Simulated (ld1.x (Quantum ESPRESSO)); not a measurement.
u(r) = r·R(r): atom against pseudo-atom (C (Z = 6))

Columns: radius, all-electron u(r) and pseudo u(r) of the 2p shell (level -5.29 eV) of carbon in the configuration [He] 2s2 2p2; PBE, non-relativistic, RRKJ scheme, ld1.x (Quantum ESPRESSO) 7.5.

| r (bohr) | all-electron | pseudo |
| --- | --- | --- |
| 0.085 | 0.0356 | 0.0151 |
| 0.170 | 0.1130 | 0.0590 |
| 0.255 | 0.2050 | 0.1274 |
| 0.340 | 0.2973 | 0.2138 |
| 0.425 | 0.3829 | 0.3101 |
| 0.510 | 0.4583 | 0.4077 |
| 0.595 | 0.5225 | 0.4985 |
| 0.680 | 0.5762 | 0.5763 |
| 0.765 | 0.6200 | 0.6374 |
| 0.850 | 0.6539 | 0.6809 |
| 0.935 | 0.6789 | 0.7080 |
| 1.020 | 0.6957 | 0.7215 |
| 1.105 | 0.7053 | 0.7250 |
| 1.190 | 0.7089 | 0.7217 |
| 1.275 | 0.7072 | 0.7143 |
| 1.360 | 0.7013 | 0.7044 |
| 1.445 | 0.6918 | 0.6927 |
| 1.530 | 0.6794 | 0.6796 |
| 1.615 | 0.6647 | 0.6648 |
| 1.700 | 0.6483 | 0.6483 |
| 1.785 | 0.6305 | 0.6305 |
| 1.870 | 0.6117 | 0.6117 |
| 1.955 | 0.5923 | 0.5923 |
| 2.040 | 0.5723 | 0.5723 |
| 2.125 | 0.5522 | 0.5522 |
| 2.210 | 0.5320 | 0.5320 |

**Question.** How many radial nodes do the two functions have?

**Answer.** The all-electron 2p function has n − l − 1 = 0; the pseudo-wave has 0.

**Question.** At about which radius was the pseudo-wave matched?

**Answer.** 1.70 bohr. The columns agree to 0.0005 from 1.53 bohr on; several derivatives are matched, so the curves merge somewhat inside the radius.

**Question.** Is the pseudo-wave norm-conserving?

**Answer.** Yes: the RRKJ scheme keeps the norm inside the radius equal to the all-electron one, which fixes the energy derivative of the logarithmic derivative at the level.
